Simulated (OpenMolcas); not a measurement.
Mn3+: input and output

Input:

```
&GATEWAY
Coord
1

Mn 0.0 0.0 0.0
Basis=ANO-RCC-VTZP
Group=XYZ
NoMove
AngMom=0.0 0.0 0.0
AMFI
&SEWARD
* reference wave functions (RASSCF and RASSI steps not shown): 4 electrons in 5 orbitals (3d)
>>> COPY JOB001 $Project.JobIph
&CASPT2
Multistate=5 1 2 3 4 5
Frozen=3 6
IPEA=0.25
Imaginary=0.1
MaxIter=60
WThr=0.0 0.3 0.05
PrWF=0.5
NoMix
>>> COPY JOB002 $Project.JobIph
&CASPT2
Multistate=45 1 2 3 4 5 6 7 8 9 10 11 12 13 14 15 16 17 18 19 20 21 22
23 24 25 26 27 28 29 30 31 32 33 34 35 36 37 38 39 40 41 42 43 44 45
Frozen=3 6
IPEA=0.25
Imaginary=0.1
MaxIter=60
WThr=0.0 0.3 0.05
PrWF=0.5
NoMix
>>> COPY JOB003 $Project.JobIph
&CASPT2
Multistate=50 1 2 3 4 5 6 7 8 9 10 11 12 13 14 15 16 17 18 19 20 21 22
23 24 25 26 27 28 29 30 31 32 33 34 35 36 37 38 39 40 41 42 43 44 45 46
47 48 49 50
Frozen=3 6
IPEA=0.25
Imaginary=0.1
MaxIter=60
WThr=0.0 0.3 0.05
PrWF=0.5
NoMix
```

Output, cut to the results:

```
--- CASPT2 ---
Orbital specifications:
      -----------------------

      Symmetry species                           1   2
                                                ag  au
      Frozen orbitals                            3   6
      Inactive orbitals                          0   0
      Active orbitals                            5   0
      Secondary orbitals                        22  23
      Deleted orbitals                           0   0
      Number of basis functions                 30  29
Type of calculation                        MS-CASPT2
      Fock operator                              state-specific
      IPEA shift                                 0.25
      Real shift                                 0.00
      Imaginary shift                            0.10
      The input orbitals will be transformed to quasi-canonical
Reference energy:       -1155.4088174832
      E2 (Non-variational):      -0.0443281776
      Shift correction:          -0.0000152631
      E2 (Variational):          -0.0443434407
      Total energy:           -1155.4531609240
      Residual norm:              0.0000002843
      Reference weight:           0.99293
      Contributions to the CASPT2 correlation energy
      Active & Virtual Only:         -0.0443281776
      One Inactive Excited:           0.0000000000
      Two Inactive Excited:           0.0000000000
Reference energy:       -1155.4088174832
      E2 (Non-variational):      -0.0443281870
      Shift correction:          -0.0000152642
      E2 (Variational):          -0.0443434513
      Total energy:           -1155.4531609345
      Residual norm:              0.0000002827
      Reference weight:           0.99293
      Contributions to the CASPT2 correlation energy
      Active & Virtual Only:         -0.0443281870
      One Inactive Excited:           0.0000000000
      Two Inactive Excited:           0.0000000000
::    CASPT2 Root  1     Total energy:  -1155.45316092
::    CASPT2 Root  2     Total energy:  -1155.45316093
::    CASPT2 Root  3     Total energy:  -1155.45316097
::    CASPT2 Root  4     Total energy:  -1155.45316100
::    CASPT2 Root  5     Total energy:  -1155.45316096
::    MS-CASPT2 Root  1     Total energy:  -1155.45316101
::    MS-CASPT2 Root  2     Total energy:  -1155.45316100
::    MS-CASPT2 Root  3     Total energy:  -1155.45316094
::    MS-CASPT2 Root  4     Total energy:  -1155.45316093
::    MS-CASPT2 Root  5     Total energy:  -1155.45316092
--- CASPT2 ---
Orbital specifications:
      -----------------------

      Symmetry species                           1   2
                                                ag  au
      Frozen orbitals                            3   6
      Inactive orbitals                          0   0
      Active orbitals                            5   0
      Secondary orbitals                        22  23
      Deleted orbitals                           0   0
      Number of basis functions                 30  29
Type of calculation                        MS-CASPT2
      Fock operator                              state-specific
      IPEA shift                                 0.25
      Real shift                                 0.00
      Imaginary shift                            0.10
      The input orbitals will be transformed to quasi-canonical
Reference energy:       -1155.3025160404
      E2 (Non-variational):      -0.0484428796
      Shift correction:          -0.0000236870
      E2 (Variational):          -0.0484665666
      Total energy:           -1155.3509826070
      Residual norm:              0.0000003592
      Reference weight:           0.99113
      Contributions to the CASPT2 correlation energy
      Active & Virtual Only:         -0.0484428796
      One Inactive Excited:           0.0000000000
      Two Inactive Excited:           0.0000000000
Reference energy:       -1155.3025160404
      E2 (Non-variational):      -0.0484543614
      Shift correction:          -0.0000235526
      E2 (Variational):          -0.0484779141
      Total energy:           -1155.3509939545
      Residual norm:              0.0000003620
      Reference weight:           0.99113
      Contributions to the CASPT2 correlation energy
      Active & Virtual Only:         -0.0484543614
      One Inactive Excited:           0.0000000000
      Two Inactive Excited:           0.0000000000
::    CASPT2 Root  1     Total energy:  -1155.35098261
::    CASPT2 Root  2     Total energy:  -1155.35099395
::    CASPT2 Root  3     Total energy:  -1155.35101011
::    CASPT2 Root  4     Total energy:  -1155.35104621
::    CASPT2 Root  5     Total energy:  -1155.35099634
::    CASPT2 Root  6     Total energy:  -1155.35100558
::    CASPT2 Root  7     Total energy:  -1155.35116734
::    CASPT2 Root  8     Total energy:  -1155.35099432
::    CASPT2 Root  9     Total energy:  -1155.35097078
::    CASPT2 Root 10     Total energy:  -1155.35100035
::    CASPT2 Root 11     Total energy:  -1155.35102325
::    CASPT2 Root 12     Total energy:  -1155.35169641
::    CASPT2 Root 13     Total energy:  -1155.35169661
::    CASPT2 Root 14     Total energy:  -1155.35169593
::    CASPT2 Root 15     Total energy:  -1155.34325795
::    CASPT2 Root 16     Total energy:  -1155.34331152
::    CASPT2 Root 17     Total energy:  -1155.34350692
::    CASPT2 Root 18     Total energy:  -1155.34351281
::    CASPT2 Root 19     Total energy:  -1155.34344054
::    CASPT2 Root 20     Total energy:  -1155.34354631
::    CASPT2 Root 21     Total energy:  -1155.34342765
::    CASPT2 Root 22     Total energy:  -1155.32780349
::    CASPT2 Root 23     Total energy:  -1155.32781005
::    CASPT2 Root 24     Total energy:  -1155.32785495
::    CASPT2 Root 25     Total energy:  -1155.32783725
::    CASPT2 Root 26     Total energy:  -1155.32791788
::    CASPT2 Root 27     Total energy:  -1155.32779024
::    CASPT2 Root 28     Total energy:  -1155.32777472
::    CASPT2 Root 29     Total energy:  -1155.32786194
...
```

Levels above the lowest, from the spin-orbit matrix with the multistate effective Hamiltonian, averaged by term, added to it:

| Configuration | Term | J | E (cm-1) | Measured (cm-1) | g | Term weight % |
| --- | --- | --- | --- | --- | --- | --- |
| 3d4 | 5D | 0 | 0.0 | 0.0 |  | 100 |
| 3d4 | 5D | 1 | 102 | 99.0 | 1.501 | 100 |
| 3d4 | 5D | 2 | 302 | 287 | 1.501 | 100 |
| 3d4 | 5D | 3 | 590 | 552 | 1.501 | 100 |
| 3d4 | 5D | 4 | 957 | 886 | 1.501 | 100 |
| 3d4 | 3P(1) | 0 | 21720 | 20654 |  | 99 |
| 3d4 | 3P(1) | 1 | 22330 | 21279 | 1.501 | 100 |
| 3d4 | 3H | 4 | 22730 | 21281 | 0.802 | 99 |
| 3d4 | 3H | 5 | 22950 | 21475 | 1.035 | 99 |
| 3d4 | 3H | 6 | 23190 | 21679 | 1.167 | 100 |
| 3d4 | 3P(1) | 2 | 23400 | 22325 | 1.501 | 100 |
| 3d4 | 3F(1) | 2 | 24480 | 22791 | 0.666 | 100 |
| 3d4 | 3F(1) | 3 | 24570 | 22862 | 1.078 | 98 |
| 3d4 | 3F(1) | 4 | 24700 | 22959 | 1.245 | 97 |
| 3d4 | 3G | 3 | 27880 | 25440 | 0.755 | 98 |
| 3d4 | 3G | 4 | 28130 | 25671 | 1.053 | 97 |
| 3d4 | 3G | 5 | 28370 | 25878 | 1.199 | 99 |
| 3d4 | 1I | 6 | 34360 |  | 1.000 | 100 |
| 3d4 | 1G(1) | 4 | 34480 |  | 1.001 | 99 |
| 3d4 | 3D | 3 | 35220 | 31385 | 1.334 | 100 |
| 3d4 | 3D | 2 | 35290 | 31474 | 1.166 | 99 |
| 3d4 | 3D | 1 | 35390 | 31581 | 0.500 | 100 |
| 3d4 | 1S(1) | 0 | 38530 |  |  | 99 |
| 3d4 | 1D(1) | 2 | 41770 |  | 1.001 | 99 |

Against the 19 measured excited levels shown (Corliss and Sugar, J. Phys. Chem. Ref. Data 6, 1253 (1977)) the mean absolute deviation is 1700 cm-1; the largest miss in energy is 3d4 3D3: computed 35220, measured 31385 cm-1 (+12.2 %).

Term energies are means over components that CASPT2 splits; among the terms shown or strongly mixed into the levels shown the widest spread is 420 cm-1 (3d4 1G(1)). The CASPT2 spread within a term exceeds the gap to the next term for 3d4 3P(1) and 3d4 3H, 3d4 1I and 3d4 1G(1), so the order of their levels is uncertain. Computed and measured levels are paired by configuration, term and J; levels that our copy of the source lacks, or whose pairing is in doubt (as where it misses far off the trend of its configuration), stay unpaired and out of the deviations. Only configurations of the active space appear. The table shows the lowest 24 of 34 levels.

The term weight is that of the spin-free term in the level, not the purity of its configuration. A number in round brackets counts repeated terms of one configuration in the order of the reference energies.
